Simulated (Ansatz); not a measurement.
InO2H (the lowest singlet isomer of a short search) was relaxed with PBE0-D4 (def2-TZVP, def2-TZVPD) in Ansatz in these states: charge +1 doublet, charge -1 doublet, neutral singlet. The geometries follow in no particular order.

In the def2 sets In takes a core potential; there is no spin–orbit coupling.

A:

```xyz
4

In   -1.0433   -2.2811    0.1709
O     0.7431    0.5171   -0.0785
O    -0.5276    0.2710    0.0320
H     0.8278    1.4930   -0.1244
```

B:

```xyz
4

In    0.9701   -1.5632    0.0397
O    -0.6243    0.3056   -0.3903
O    -0.0374    0.0613    0.9278
H    -0.3084    1.1963   -0.5772
```

C:

```xyz
4

In   -0.503   -1.806    0.332
O     0.295    1.100   -0.192
O     0.634   -0.260   -0.585
H    -0.426    0.965    0.445
```

Judge from the bond lengths which geometry belongs to which state (an estimate).

A is the charge +1 doublet (In1–O2 3.329 Å, In1–O3 2.607 Å, O2–O3 1.299 Å); B is the neutral singlet (In1–O2 2.494 Å, In1–O3 2.108 Å, O2–O3 1.463 Å); C is the charge -1 doublet (In1–O2 3.059 Å, In1–O3 2.126 Å, O2–O3 1.455 Å).

At PBE0-D4/def2-TZVPD the highest occupied level of the relaxed charge -1 doublet lies above zero (up to 0.90 eV). By energy differences its removal costs 0.26 eV (each at its own geometry, to the charge 0 singlet, at PBE0-D4/def2-TZVPD); the vertical value is larger still, so the positive level points to self-interaction error. These are the stationary points nearest to one start from a short search; other shapes may lie lower in each state.
